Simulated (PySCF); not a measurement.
CH$_{9}$AlO$_{2}$Si$_{2}$, triplet, at a GFN2-xTB geometry of the parent state (such geometries of metal compounds can be far from the true shape) (a higher spin typed on purpose: for a closed-shell molecule this is an excited state); PySCF with CAMB3LYP/3-21G.

The PySCF input:
```python
from pyscf import gto, scf, dft

mol = gto.M(
    atom='''
Al    0.328227    0.517411    0.468922
C     1.168480    1.860372    1.665972
H     1.792393    1.382469    2.420049
H     0.413247    2.460184    2.173924
H     1.792076    2.553553    1.101008
O    -0.785728    0.988621   -0.698016
Si   -1.870818    1.391488   -1.842135
H    -3.197806    1.074849   -1.309426
H    -1.564414    0.618294   -3.046731
H    -1.713334    2.830477   -2.071669
O     0.708594   -1.115714    0.587127
Si    1.042573   -2.706457    0.660993
H    -0.195330   -3.400072    1.022183
H     2.068555   -2.865527    1.695794
H     1.539281   -3.116498   -0.653854
''',
    basis='3-21g',
    charge=0,
    spin=2,
    verbose=4,
)

mf = dft.UKS(mol)
mf.xc = 'camb3lyp'
mf.kernel()
mf.analyze()
```

Question: Write the output that PySCF gives for this input, abridged.

Answer: 
```
PySCF version 2.14.0

[INPUT] verbose = 4
[INPUT] num. atoms = 15
[INPUT] num. electrons = 72
[INPUT] charge = 0
[INPUT] spin (= nelec alpha-beta = 2S) = 2
[INPUT] symmetry False subgroup None
[INPUT] Mole.unit = angstrom
[INPUT] Symbol           X                Y                Z      unit          X                Y                Z       unit  Magmom
[...]
nuclear repulsion = 413.900130772263
number of shells = 54
number of NR pGTOs = 153
number of NR cGTOs = 84
basis = 3-21g
ecp = {}

******** <class 'pyscf.dft.uks.UKS'> ********
method = UKS
initial guess = minao
damping factor = 0
level_shift factor = 0
DIIS = <class 'pyscf.scf.diis.CDIIS'>
diis_start_cycle = 1
diis_space = 8
diis_damp = 0
SCF conv_tol = 1e-09
SCF conv_tol_grad = None
SCF max_cycles = 50
direct_scf = True
direct_scf_tol = 1e-13
number electrons alpha = 37  beta = 35
XC library pyscf.dft.libxc version 7.1.2
    S. Lehtola, C. Steigemann, M. J. T. Oliveira, and M. A. L. Marques,  SoftwareX 7, 1–5 (2018)
XC functionals = camb3lyp
    T. Yanai, D. P. Tew, and N. C. Handy,  Chem. Phys. Lett. 393, 51 (2004)
radial grids:
    Treutler-Ahlrichs [JCP 102, 346 (1995); DOI:10.1063/1.469408] (M4) radial grids

becke partition: Becke, JCP 88, 2547 (1988); DOI:10.1063/1.454033
pruning grids: <function nwchem_prune>
grids dens level: 3
symmetrized grids: False
atomic radii adjust function: <function treutler_atomic_radii_adjust>
small_rho_cutoff = 0
Set gradient conv threshold to 3.16228e-05
tot grids = 188096
init E= -1009.58809274571

cycle= 1 E= -1009.49476598116  delta_E= 0.0933  |g|= 0.792  |ddm|= 2.91

cycle= 2 E= -1008.99035123559  delta_E= 0.504  |g|= 1.37  |ddm|=  2.2

cycle= 3 E= -1009.75028842125  delta_E= -0.76  |g|= 0.108  |ddm|= 1.49

cycle= 4 E= -1009.75579054451  delta_E= -0.0055  |g|= 0.0838  |ddm|= 0.392

cycle= 5 E= -1009.76008103506  delta_E= -0.00429  |g|= 0.0251  |ddm|= 0.117

cycle= 6 E= -1009.76049996775  delta_E= -0.000419  |g|= 0.0131  |ddm|= 0.055

cycle= 7 E= -1009.76083168052  delta_E= -0.000332  |g|= 0.00572  |ddm|= 0.0961

cycle= 8 E= -1009.76095168578  delta_E= -0.00012  |g|= 0.00445  |ddm|= 0.0684

cycle= 9 E= -1009.76102273027  delta_E= -7.1e-05  |g|= 0.003  |ddm|= 0.0477

cycle= 10 E= -1009.76109056593  delta_E= -6.78e-05  |g|= 0.00139  |ddm|= 0.0708

cycle= 11 E= -1009.76110690727  delta_E= -1.63e-05  |g|= 0.000639  |ddm|= 0.0402

cycle= 12 E= -1009.76110898548  delta_E= -2.08e-06  |g|= 0.000531  |ddm|= 0.0104

cycle= 13 E= -1009.76111029835  delta_E= -1.31e-06  |g|= 0.000517  |ddm|= 0.00379

cycle= 14 E= -1009.76111138051  delta_E= -1.08e-06  |g|= 0.000482  |ddm|= 0.0066

cycle= 15 E= -1009.76111737106  delta_E= -5.99e-06  |g|= 0.000423  |ddm|= 0.0222

cycle= 16 E= -1009.76111966673  delta_E= -2.3e-06  |g|= 0.000559  |ddm|= 0.00987

cycle= 17 E= -1009.7611165728  delta_E= 3.09e-06  |g|= 0.000546  |ddm|= 0.00998

cycle= 18 E= -1009.76111661836  delta_E= -4.56e-08  |g|= 0.000546  |ddm|= 0.000155

cycle= 19 E= -1009.76111751804  delta_E= -9e-07  |g|= 0.000554  |ddm|= 0.00291

cycle= 20 E= -1009.76110330186  delta_E= 1.42e-05  |g|= 0.000419  |ddm|= 0.0516

cycle= 21 E= -1009.76108167735  delta_E= 2.16e-05  |g|= 0.00137  |ddm|= 0.104

cycle= 22 E= -1009.7610883957  delta_E= -6.72e-06  |g|= 0.000982  |ddm|= 0.0379

cycle= 23 E= -1009.76107539788  delta_E= 1.3e-05  |g|= 0.00261  |ddm|= 0.0543

cycle= 24 E= -1009.76107666715  delta_E= -1.27e-06  |g|= 0.00197  |ddm|= 0.0166

cycle= 25 E= -1009.76106889514  delta_E= 7.77e-06  |g|= 0.00292  |ddm|= 0.0604

cycle= 26 E= -1009.76107032306  delta_E= -1.43e-06  |g|= 0.00288  |ddm|= 0.0271

cycle= 27 E= -1009.76106845367  delta_E= 1.87e-06  |g|= 0.00337  |ddm|= 0.0113

cycle= 28 E= -1009.76107658647  delta_E= -8.13e-06  |g|= 0.00136  |ddm|= 0.0168

cycle= 29 E= -1009.76107681993  delta_E= -2.33e-07  |g|= 0.000191  |ddm|= 0.021

cycle= 30 E= -1009.76107576476  delta_E= 1.06e-06  |g|= 0.000305  |ddm|= 0.0209

cycle= 31 E= -1009.76107609564  delta_E= -3.31e-07  |g|= 0.000102  |ddm|= 0.00587

cycle= 32 E= -1009.76107581909  delta_E= 2.77e-07  |g|= 9.65e-05  |ddm|= 0.00737

cycle= 33 E= -1009.76107564709  delta_E= 1.72e-07  |g|= 4.28e-05  |ddm|= 0.0074

cycle= 34 E= -1009.76107538933  delta_E= 2.58e-07  |g|= 6.6e-05  |ddm|= 0.015

cycle= 35 E= -1009.76107535476  delta_E= 3.46e-08  |g|= 5.79e-05  |ddm|= 0.00897

cycle= 36 E= -1009.76107536165  delta_E= -6.89e-09  |g|= 1.97e-05  |ddm|= 0.000943

cycle= 37 E= -1009.76107536305  delta_E= -1.4e-09  |g|= 1.1e-05  |ddm|= 0.00119

cycle= 38 E= -1009.76107536639  delta_E= -3.34e-09  |g|= 1.19e-05  |ddm|= 0.000688

cycle= 39 E= -1009.76107536857  delta_E= -2.18e-09  |g|= 7.1e-06  |ddm|= 0.000779

cycle= 40 E= -1009.7610753707  delta_E= -2.13e-09  |g|= 4.47e-06  |ddm|= 0.00117

cycle= 41 E= -1009.76107537019  delta_E= 5.16e-10  |g|= 2.98e-06  |ddm|= 0.00107

Extra cycle  E= -1009.76107537021  delta_E= -2.55e-11  |g|= 3.94e-06  |ddm|= 2.33e-05
converged SCF energy = -1009.76107537021  <S^2> = 2.006468  2S+1 = 3.0043089
**** SCF Summaries ****
Total Energy =                       -1009.761075370212211
Nuclear Repulsion Energy =             413.900130772262855
One-electron Energy =                -2221.625546189377019
Two-electron Energy =                  797.964340046901953
Two-electron Coulomb Energy =          884.251070147934456
DFT Exchange-Correlation Energy =      -86.286730101032504
**** MO energy ****
                             alpha | beta                alpha | beta
[...]
To work with the spin densities directly, `use mulliken_meta_spin()` only printing them here.

 ** Mulliken spin pop alpha/beta on meta-lowdin orthogonal AOs **
 ** Mulliken Spin Density (per AO)  **
spin_pop of  0 Al 1s        0.00000
spin_pop of  0 Al 2s        0.00009
spin_pop of  0 Al 3s        0.47339
spin_pop of  0 Al 4s        0.07473
spin_pop of  0 Al 2px      -0.00001
spin_pop of  0 Al 2py      -0.00000
spin_pop of  0 Al 2pz      -0.00001
spin_pop of  0 Al 3px       0.00206
spin_pop of  0 Al 3py      -0.02472
spin_pop of  0 Al 3pz       0.00058
spin_pop of  0 Al 4px       0.00100
spin_pop of  0 Al 4py       0.00376
spin_pop of  0 Al 4pz       0.00230
spin_pop of  1 C 1s       -0.00001
spin_pop of  1 C 2s        0.13128
spin_pop of  1 C 3s        0.00677
spin_pop of  1 C 2px       0.10966
spin_pop of  1 C 2py       0.24626
spin_pop of  1 C 2pz       0.20441
spin_pop of  1 C 3px       0.00065
spin_pop of  1 C 3py       0.00158
spin_pop of  1 C 3pz       0.00159
spin_pop of  2 H 1s        0.00313
spin_pop of  2 H 2s        0.00160
spin_pop of  3 H 1s       -0.00140
spin_pop of  3 H 2s        0.00247
spin_pop of  4 H 1s        0.00091
spin_pop of  4 H 2s        0.00279
spin_pop of  5 O 1s        0.00000
spin_pop of  5 O 2s        0.07179
spin_pop of  5 O 3s        0.00345
spin_pop of  5 O 2px       0.02596
spin_pop of  5 O 2py       0.19511
spin_pop of  5 O 2pz       0.05658
spin_pop of  5 O 3px       0.00011
spin_pop of  5 O 3py      -0.00006
spin_pop of  5 O 3pz       0.00021
spin_pop of  6 Si 1s        0.00000
spin_pop of  6 Si 2s        0.00000
spin_pop of  6 Si 3s        0.00178
spin_pop of  6 Si 4s        0.00028
spin_pop of  6 Si 2px       0.00002
spin_pop of  6 Si 2py       0.00000
spin_pop of  6 Si 2pz       0.00002
spin_pop of  6 Si 3px       0.03914
spin_pop of  6 Si 3py      -0.00471
spin_pop of  6 Si 3pz       0.03846
spin_pop of  6 Si 4px       0.00148
spin_pop of  6 Si 4py       0.00108
spin_pop of  6 Si 4pz       0.00162
spin_pop of  7 H 1s        0.00032
spin_pop of  7 H 2s        0.00007
spin_pop of  8 H 1s        0.02021
spin_pop of  8 H 2s        0.00001
spin_pop of  9 H 1s        0.01985
spin_pop of  9 H 2s        0.00011
spin_pop of  10 O 1s        0.00000
spin_pop of  10 O 2s        0.05959
spin_pop of  10 O 3s        0.00271
spin_pop of  10 O 2px       0.02644
spin_pop of  10 O 2py       0.05466
spin_pop of  10 O 2pz       0.05631
spin_pop of  10 O 3px      -0.00008
spin_pop of  10 O 3py       0.00049
spin_pop of  10 O 3pz      -0.00004
spin_pop of  11 Si 1s        0.00000
spin_pop of  11 Si 2s        0.00000
spin_pop of  11 Si 3s        0.00283
spin_pop of  11 Si 4s        0.00028
spin_pop of  11 Si 2px       0.00000
spin_pop of  11 Si 2py       0.00003
spin_pop of  11 Si 2pz      -0.00000
spin_pop of  11 Si 3px       0.00041
spin_pop of  11 Si 3py       0.06308
spin_pop of  11 Si 3pz      -0.00268
spin_pop of  11 Si 4px       0.00022
spin_pop of  11 Si 4py       0.00224
spin_pop of  11 Si 4pz       0.00032
spin_pop of  12 H 1s        0.00324
spin_pop of  12 H 2s        0.00003
spin_pop of  13 H 1s        0.00680
spin_pop of  13 H 2s        0.00007
spin_pop of  14 H 1s        0.00530
spin_pop of  14 H 2s        0.00001
 ** Mulliken Spin Density (per atom)  **
spin density of  0 Al =      0.53318
spin density of  1 C =      0.70219
spin density of  2 H =      0.00473
spin density of  3 H =      0.00107
spin density of  4 H =      0.00370
spin density of  5 O =      0.35314
spin density of  6 Si =      0.07916
spin density of  7 H =      0.00039
spin density of  8 H =      0.02022
spin density of  9 H =      0.01996
spin density of  10 O =      0.20007
spin density of  11 Si =      0.06674
spin density of  12 H =      0.00327
spin density of  13 H =      0.00687
spin density of  14 H =      0.00531
 ** Mulliken pop alpha/beta on meta-lowdin orthogonal AOs **
 ** Mulliken pop       alpha | beta **
In total            37.00000 | 35.00000
 ** Mulliken atomic charges   ( Nelec_alpha | Nelec_beta ) **
charge of  0Al =      0.57887  (     6.47715      5.94397 )
charge of  1C =     -0.44208  (     3.57214      2.86994 )
charge of  2H =      0.14292  (     0.43091      0.42617 )
charge of  3H =      0.13974  (     0.43066      0.42960 )
charge of  4H =      0.13678  (     0.43346      0.42976 )
charge of  5O =     -0.58229  (     4.46772      4.11457 )
charge of  6Si =      0.60751  (     6.73582      6.65667 )
charge of  7H =     -0.09586  (     0.54812      0.54774 )
charge of  8H =     -0.08584  (     0.55303      0.53281 )
charge of  9H =     -0.08699  (     0.55347      0.53351 )
charge of  10O =     -0.63543  (     4.41775      4.21768 )
charge of  11Si =      0.62500  (     6.72087      6.65413 )
charge of  12H =     -0.10090  (     0.55208      0.54881 )
charge of  13H =     -0.10105  (     0.55396      0.54709 )
charge of  14H =     -0.10039  (     0.55285      0.54754 )
Dipole moment(X, Y, Z, Debye):  0.52916,  1.38779,  0.54394
```
